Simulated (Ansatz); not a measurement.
`OB/C=N/CS` + `[SiH2]1SS1` → `OB[SiH]1SS1` + `C=NCS`  (formal exchange of groups at a B–C bond)

Calculated with Ansatz (gas phase, PBE0-D4/def2-TZVP geometries, no zero-point term in ΔE). CCSD(T)/CBS is the MP2 limit (def2-TZVPP, def2-QZVPP) plus CCSD(T) − MP2 in def2-TZVPP, frozen cores. This one scheme is used for every species. Each species was taken in one conformer, which may not be the lowest.

`OB/C=N/CS`:

Cartesian coordinates in Å:
```
O -2.523 0.863 1.488
B -1.188 0.662 1.437
C -0.585 0.264 0.049
N 0.669 0.083 -0.066
C 1.183 -0.289 -1.353
S 1.844 -1.976 -1.330
H -2.841 1.105 2.361
H -0.495 0.785 2.406
H -1.246 0.139 -0.826
H 0.422 -0.291 -2.146
H 1.982 0.401 -1.628
H 2.778 -1.745 -0.393
```

`[SiH2]1SS1`:

Z-matrix (Å, degrees):
```
Si
S 1 2.095
S 1 2.094 2 61.8
H 1 1.477 2 118.1 3 -108.6
H 1 1.477 2 118.1 3 108.6
```

`OB[SiH]1SS1`:

Z-matrix (Å, degrees):
```
Si
B 1 2.011
S 1 2.113 2 113.9
S 1 2.113 2 113.9 3 -66.9
H 1 1.483 2 121.9 3 146.6
O 2 1.347 1 119.5 3 -146.6
H 2 1.200 1 118.8 3 33.4
H 6 0.962 2 114.0 1 180.0
```

`C=NCS`:

Z-matrix (Å, degrees):
```
C
N 1 1.437
S 1 1.811 2 111.7
H 1 1.091 2 108.8 3 120.4
H 1 1.100 2 113.6 3 -118.4
C 2 1.259 1 117.6 3 113.5
H 3 1.343 1 95.9 2 59.7
H 6 1.099 2 123.3 1 0.1
H 6 1.089 2 119.3 1 -179.7
```

```tsv
level	ΔE (eV)
CCSD(T)/def2-TZVPP	0.22
CCSD/CBS(def2)	0.23
```

**Question.** What does CCSD(T)/CBS give? (Best estimate.)

**Answer.** Ansatz gave: +0.22 eV. The listed levels differ from it by 0.00, 0.01 eV.

Largest T1 diagnostic among the species: 0.015.

In def2-TZVPP, CCSD(T) changes the Hartree–Fock value by −0.09 eV (the triples alone add −0.01 eV) and MP2 by −0.07 eV. From PBE to PBE0 (25 % exact exchange), in def2-TZVPP and without D4, ΔE moves by +0.03 eV.
